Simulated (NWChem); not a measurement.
System: C3H7O2, doublet; SMILES C[C](O)CO

Input file for NWChem:

```
start job
memory heap 200 mb stack 900 mb global 1100 mb
geometry units angstroms noautosym nocenter noautoz
  C     -1.273860    -1.106004     0.097599
  C      0.046543    -0.537511    -0.272132
  O      1.081227    -1.067702     0.452943
  C      0.185154     0.887372    -0.683959
  O     -0.106533     1.809774     0.351906
  H     -1.629019    -0.726524     1.076221
  H     -2.035459    -0.840431    -0.649876
  H     -1.216336    -2.202488     0.171660
  H      1.910481    -0.710799     0.112884
  H     -0.517327     1.113698    -1.500677
  H      1.207828     1.055171    -1.090097
  H      0.402722     1.540496     1.124612
end
basis spherical
  C library def2-svp
  O library def2-svp
  H library def2-svp
end
dft
  odft
  mult 2
  xc m06-2x
  iterations 150
end
cosmo
  dielec 3.9
end
task dft energy
```

The geometry was optimised at PBE0/def2-SVP, spin-unrestricted. Not confirmed as a minimum by frequencies. No stability test was run on the SCF state.

Level: M06-2X/def2-SVP with COSMO at NWChem's default radii, gas-phase geometry; the question gives the dielectric constant. Reactions with the solvent are ignored.

Task: What results follow from this input? (M06-2X/def2-SVP, spin-unrestricted, COSMO on the gas-phase geometry.) Quantities: electrostatic solvation energy (kcal/mol); dipole in solution (D).

Result: 
```yaml
electrostatic solvation energy (kcal/mol): -6.5
dipole in solution (D): 1.79
```
